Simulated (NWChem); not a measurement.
# Basis-set convergence for AlCl2F

SMILES: [F][Al]([Cl])[Cl]
```xyz
4

Al     0.0000     0.0000     0.3447
F      0.0000     0.0000     1.9978
Cl     1.8210     0.0000    -0.6606
Cl    -1.8210     0.0000    -0.6606
```
Charge 0, spin multiplicity 1.

The numbers come from NWChem runs, not from measurements. All single points use one geometry, from B3LYP/def2-SVP, a minimum by its harmonic frequencies.

Quantity: vertical ionisation energy at the level ΔPBE (Δ: difference of total energies, the cation a doublet at the parent's geometry with its hole in an orbital of symmetry b1 (C2v labels); it is the state that the SCF runs reached, from PBE0 orbitals for Hartree-Fock references, and need not be the lowest).

The Pople sets run with spherical d functions. The structure started from a generated list of species. The stability of the SCF solutions was not checked.

The cost column gives rough processor time relative to 3-21G; each entry includes its own SCF.

Task: In def2-TZVPD the value is 11.41 eV. Among 3-21G, cc-pVDZ, aug-cc-pVDZ, 6-311++G**, cc-pVTZ, def2-TZVP, def2-TZVPP, which is the smallest basis within 0.2 eV of it?

Result: 3-21G, with 48 functions against 175 and about 10 % of the time (also within reach: cc-pVDZ, aug-cc-pVDZ, 6-311++G**, cc-pVTZ, def2-TZVP, def2-TZVPP). def2-TZVPD isn't the basis-set limit itself, and a small set can land close by cancellation.

| basis | functions | vertical ionisation energy (eV) | relative cost |
|---|---|---|---|
| 3-21G | 48 | 11.59 | 1 |
| cc-pVDZ | 68 | 11.37 | under 3 |
| aug-cc-pVDZ | 104 | 11.45 | 4 |
| 6-311++G** | 112 | 11.48 | under 3 |
| cc-pVTZ | 132 | 11.39 | 5 |
| def2-TZVP | 142 | 11.39 | 4 |
| def2-TZVPP | 157 | 11.38 | 4 |
| def2-TZVPD | 175 | 11.41 | 8 |
